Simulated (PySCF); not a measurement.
# Bonding in `CC(=O)/C=C(/O[SiH3])C(F)F`

C₅H₈F₂O₂Si.
SMILES with atom numbers: `[CH3:1][C:2](=[O:3])/[CH:4]=[C:5](/[O:6][SiH3:7])[CH:8]([F:9])[F:10]` (hydrogens: H11, H12, H13 on C1; H14 on C4; H15, H16, H17 on Si7; H18 on C8)

Structure used (GFN2-xTB), in Å, numbered top down from 1:
```xyz
18
C5H8F2O2Si angstrom
C     -3.2079   -0.7781   -0.1690
C     -2.0150    0.1438   -0.1663
O     -2.1344    1.3506   -0.2284
C     -0.7341   -0.5606   -0.0720
C      0.4934   -0.0078   -0.0245
O      1.5668   -0.7672    0.0746
Si     3.1714   -0.4910    0.3642
C      0.7275    1.4861   -0.1103
F      1.3597    1.7833   -1.2757
F      1.5765    1.8742    0.8778
H     -3.1451   -1.4574   -1.0165
H     -4.1245   -0.1986   -0.2340
H     -3.2142   -1.3726    0.7421
H     -0.7815   -1.6389   -0.0220
H      3.3068   -0.1539    1.7773
H      3.6337   -1.8280    0.0216
H      3.7094    0.5492   -0.5019
H     -0.1972    2.0732   -0.0488
```

Bond orders from the PBE0/pcSseg-1 density (PySCF). Isolated species at its GFN2-xTB geometry (one conformer only).

**Question.** Where do the orders between heavy atoms depart from those drawn in the SMILES?

**Answer.** The largest departure is 0.289, at C4–C5 (drawn double, 1.711). Drawn single, order below 0.88: O6–Si7 (0.829).

**Question.** Set the Mayer orders of the bonds between heavy atoms beside their lengths.

**Answer.** 
| bond | drawn as | length (Å) | Mayer order |
| --- | --- | --- | --- |
| C1–C2 | single | 1.508 | 1.016 |
| C2–O3 | double | 1.214 | 1.926 |
| C2–C4 | single | 1.465 | 1.001 |
| C4–C5 | double | 1.347 | 1.711 |
| C5–O6 | single | 1.319 | 1.019 |
| O6–Si7 | single | 1.654 | 0.829 |
| C5–C8 | single | 1.515 | 0.989 |
| C8–F9 | single | 1.359 | 0.940 |
| C8–F10 | single | 1.359 | 0.899 |

By pair of heavy elements: C–C: lowest C5–C8 (0.989, 1.515 Å), highest C4–C5 (1.711, 1.347 Å). C–O: lowest C5–O6 (1.019, 1.319 Å), highest C2–O3 (1.926, 1.214 Å). C–F: lowest C8–F10 (0.899, 1.359 Å), highest C8–F9 (0.940, 1.359 Å).

**Question.** And the bonds to hydrogen?

**Answer.** C–H: 0.92 to 0.95 (5 bonds); H–Si: 0.93 (3 bonds).

**Question.** Sum the orders of all bonds at each heavy atom with more than one neighbour and set the sums beside the valence in the SMILES.

**Answer.** C1 3.862 (drawn 4), C2 3.943 (drawn 4), C4 3.652 (drawn 4), C5 3.719 (drawn 4), O6 1.848 (drawn 2), Si7 3.625 (drawn 4), C8 3.749 (drawn 4). Orders between atoms that aren't bonded are not in these sums.

The Mayer order sums products of elements of PS (density times overlap matrix) between the two atoms' basis functions, so it depends on the basis set.
